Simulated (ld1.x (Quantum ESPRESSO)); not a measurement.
An all-electron radial function and its pseudo partner (Sm)

Columns: radius, all-electron u(r) and pseudo u(r) of the 5d shell (level -2.89 eV) of samarium in the configuration [Kr] 4d10 4f5 5s2 5p6 5d1 6s2 6p0; LDA (PZ), scalar-relativistic, TM scheme, ld1.x (Quantum ESPRESSO) 7.5.

```csv
r (bohr),all-electron,pseudo
0.135,0.1730,0.0011
0.270,-0.0000,0.0088
0.405,-0.2209,0.0284
0.540,-0.2627,0.0634
0.675,-0.1701,0.1148
0.810,-0.0217,0.1806
0.945,0.1332,0.2563
1.080,0.2713,0.3361
1.215,0.3844,0.4132
1.350,0.4715,0.4817
1.485,0.5350,0.5376
1.620,0.5787,0.5789
1.755,0.6060,0.6060
1.890,0.6205,0.6205
2.025,0.6249,0.6249
2.160,0.6217,0.6217
2.295,0.6128,0.6128
2.430,0.5997,0.5997
2.565,0.5836,0.5836
2.700,0.5654,0.5654
2.835,0.5458,0.5458
2.970,0.5254,0.5254
3.105,0.5046,0.5046
3.240,0.4836,0.4836
3.375,0.4628,0.4628
3.510,0.4421,0.4421
```

Q: How many radial nodes do the two functions have?

A: The all-electron 5d function has n − l − 1 = 2 (the table is too coarse to show those close to the nucleus); the pseudo-wave has 0, since the states of the same l below it are removed with the core.

Q: At about which radius was the pseudo-wave matched?

A: 2.10 bohr. The columns agree to 0.0005 from 1.62 bohr on; several derivatives are matched, so the curves merge somewhat inside the radius.

Q: Is the pseudo-wave norm-conserving?

A: Yes: the TM scheme keeps the norm inside the radius equal to the all-electron one, which fixes the energy derivative of the logarithmic derivative at the level.
